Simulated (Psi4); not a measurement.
Calculation: SAPT0/jun-cc-pVDZ, frozen core in Psi4.

Psi4 input:

```
molecule {
0 1
Cl 0.64100294 -0.00000000 0.00000000
H -0.64100294 0.00000000 -0.00000000
--
0 1
Cl -0.09817263 -1.86510614 -2.91985647
H 0.39449878 -1.23108139 -1.92044336
units angstrom
symmetry c1
no_reorient
no_com
}
set basis jun-cc-pvdz
set scf_type df
set freeze_core true
energy('sapt0')
```

Part of the output:

```
    SAPT Results
  --------------------------------------------------------------------------------------------------------
    Electrostatics                 -6.77098287 [mEh]      -4.24885590 [kcal/mol]     -17.77721307 [kJ/mol]
      Elst10,r                     -6.77098287 [mEh]      -4.24885590 [kcal/mol]     -17.77721307 [kJ/mol]

    Exchange                       12.81445746 [mEh]       8.04119346 [kcal/mol]      33.64435343 [kJ/mol]
      Exch10                       12.81445746 [mEh]       8.04119346 [kcal/mol]      33.64435343 [kJ/mol]
      Exch10(S^2)                  12.68167746 [mEh]       7.95787275 [kcal/mol]      33.29573959 [kJ/mol]

    Induction                      -3.74375701 [mEh]      -2.34924299 [kcal/mol]      -9.82923267 [kJ/mol]
      Ind20,r                      -6.39419918 [mEh]      -4.01242056 [kcal/mol]     -16.78796763 [kJ/mol]
      Exch-Ind20,r                  4.66734562 [mEh]       2.92880359 [kcal/mol]      12.25411423 [kJ/mol]
      delta HF,r (2)               -2.01690345 [mEh]      -1.26562602 [kcal/mol]      -5.29537927 [kJ/mol]

    Dispersion                     -2.72305359 [mEh]      -1.70874193 [kcal/mol]      -7.14937623 [kJ/mol]
      Disp20                       -3.27429205 [mEh]      -2.05464928 [kcal/mol]      -8.59665259 [kJ/mol]
      Exch-Disp20                   0.55123846 [mEh]       0.34590735 [kcal/mol]       1.44727637 [kJ/mol]
      Disp20 (SS)                  -1.63714602 [mEh]      -1.02732464 [kcal/mol]      -4.29832630 [kJ/mol]
      Disp20 (OS)                  -1.63714602 [mEh]      -1.02732464 [kcal/mol]      -4.29832630 [kJ/mol]
      Exch-Disp20 (SS)              0.28230788 [mEh]       0.17715087 [kcal/mol]       0.74119924 [kJ/mol]
      Exch-Disp20 (OS)              0.26893057 [mEh]       0.16875648 [kcal/mol]       0.70607713 [kJ/mol]

  Total HF                          2.29971759 [mEh]       1.44309457 [kcal/mol]       6.03790769 [kJ/mol]
  Total SAPT0                      -0.42333601 [mEh]      -0.26564736 [kcal/mol]      -1.11146854 [kJ/mol]
```
